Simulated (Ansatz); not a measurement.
The cluster Fe₃⁻. Charge -1, multiplicity 6. Geometry PBE0-D4/def2-TZVPD; atoms count from 1.

| atom | x (Å) | y (Å) | z (Å) |
| --- | --- | --- | --- |
| Fe1 | -0.556 | -1.298 | -0.094 |
| Fe2 | 0.203 | 0.617 | 1.260 |
| Fe3 | 0.353 | 0.681 | -1.166 |

The charge -1 sextet is spin-contaminated (final ⟨S²⟩ up to 11.80, 8.75 for a pure state). The highest occupied level of the charge -1 sextet lies above zero (up to 0.29 eV). The electron is either unbound and held by the finite basis, or the level is raised by self-interaction error. At PBE0-D4/def2-TZVPD a multiplicity 10 of charge -1 lies 1.54 eV below the sextet, each at its own geometry. The structure comes from a short search, and lower isomers may exist.

(1) Estimate the Mulliken populations from the PBE0/def2-TZVPD orbitals of Ansatz.

(2) Where does the spin sit?

(3) And the Mayer bond orders between heavy atoms (over 0.3)?

## Answers

(1) 
| atom | charge (e) | spin (α − β) | d electrons |
| --- | --- | --- | --- |
| Fe1 | -0.32 | 2.44 | 6.84 |
| Fe2 | -0.32 | 2.44 | 6.84 |
| Fe3 | -0.36 | 0.12 | 6.92 |
Mulliken values depend strongly on the basis. With diffuse functions, as here, like atoms can get unlike values, and bond orders can come out too low or too high.

(2) Summed by element: Fe 5.00, of 5 unpaired in all. Largest on single atoms: Fe1 2.44, Fe2 2.44, Fe3 0.12.

(3) Fe1–Fe2 1.16 (2.46 Å); Fe1–Fe3 1.19 (2.43 Å); Fe2–Fe3 1.19 (2.43 Å).
